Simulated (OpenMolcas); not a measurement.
**Cl³⁺: from CASSCF to CASPT2**

```yaml
Program: OpenMolcas 26.06
Basis: ANO-R1 [4s3p1d]
Scalar_Hamiltonian: X2C, finite nucleus
Active_space: 2 electrons in 3 orbitals (3p)
State_averaging: 2S+1 = 3 even, 3 roots; 2S+1 = 1 even, 6 roots
Spin-orbit_coupling: RASSI with atomic mean-field integrals over the reference wave functions, term energies averaged over their components
```

Methods on the same reference wave functions:
A. CASSCF
B. SS-CASPT2, IPEA 0.25 Eh, imaginary shift 0.1 Eh (closed shells correlated: 2s 2p 3s)

Energies in cm-1 above 3s2 3p2 3P0, the measured ground level; measured values from Moore, Atomic Energy Levels, vol. I, NSRDS-NBS 35 (1971 reprint of NBS Circular 467, 1949).

| Level | A | B | Measured |
| --- | --- | --- | --- |
| 3s2 3p2 3P0 | 0.0 | 0.0 | 0.0 |
| 3s2 3p2 3P1 | 489 | 496 | 491 |
| 3s2 3p2 3P2 | 1364 | 1367 | 1341 |
| 3s2 3p2 1D2 | 16838 | 15320 | 13766 |
| 3s2 3p2 1S0 | 40520 | 35000 | 32550 |

Deviations, from unrounded energies. A percentage is the sum of absolute deviations over the sum of measured energies, with the sign that they share, or ± where signs differ.

| Against measurement | Levels | A | B |
| --- | --- | --- | --- |
| mean absolute deviation (cm-1) | 4 | 2800 | 1000 |
| fine structure of the ground term (%) | 2 | ±1.3 | +1.7 |
| other terms of the ground configuration (%) | 2 | +23.8 | +8.6 |

B lies closest to measurement on these levels. The largest miss of B in the table is 3s2 3p2 1S0, by +2400 cm-1. The ranking rests on the paired levels alone, and a cruder setting can come out closer through cancelling errors.

From A to B the spin-free energies of the other terms of 3s2 3p2 shown, above 3P, scale by factors of 0.86 to 0.90.

The lowest spin-free term lies below A's lowest term by 0.068 hartree in B.

CASPT2 breaks the degeneracy within a term, and the mean is taken; among the terms shown or strongly mixed into the levels shown the widest spread is 130 cm-1 (3s2 3p2 1D, B). With the s shell closed, the reference lacks s² → p² mixing. The basis is small and was not contracted for so high a charge. Measured partners are found by configuration, term and J. A level has none where our copy of the source lacks it or the pairing is in doubt (some pairs that miss far off the trend of their configuration count as doubtful), and it then counts in no deviation. Only configurations of the active space appear.
